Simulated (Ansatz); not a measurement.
Question: Name a neutral molecule of C, F, N, Sn and H with size of the dipole moment (PBE/def2-TZVPP) between 2.10 and 2.40 D and LUMO energy (ωB97M-V/def2-TZVPP) between 1.05 and 1.35 eV (Ansatz, PBE0-D4/def2-TZVP geometry).

Answer: `C=C(F)[NH][SnH3]` (2.37 D, 1.08 eV). Other molecules can fit too; these were computed, each in one conformer that needn't be the lowest.
